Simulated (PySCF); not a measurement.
Calculation: PBE0-D4/def2-TZVP in PySCF. Gas-phase values, no solvent. One relaxed conformer stands for a flexible species; it need not be the lowest. Excitations are Tamm–Dancoff values on a coarser integration grid. The basis has no diffuse functions, so Rydberg states are missing or too high.

Reference species (SMILES): `[SH][In]([SH])[Cl]` (H–S–In–Cl torsion -180°, Cl–In–S–H torsion 0°) (neutral, multiplicity 1).

- HOMO–LUMO gap: 5.79 eV
- S1 oscillator strength: 0.000
- S1 excitation (TDA): 4.43 eV

Changed species: `[SH][In]([Cl])[Cl]` (H–S–In–Cl torsion 0°) (1 of 3 Cl replaced by SH; the reference has 2 of 3 Cl replaced by SH).

What does the change do to the HOMO–LUMO gap, S1 oscillator strength and S1 excitation (TDA)?

the HOMO–LUMO gap rises by 0.04 eV, to 5.83 eV; the S1 oscillator strength hardly moves; the S1 excitation (TDA) rises by 0.02 eV, to 4.45 eV.
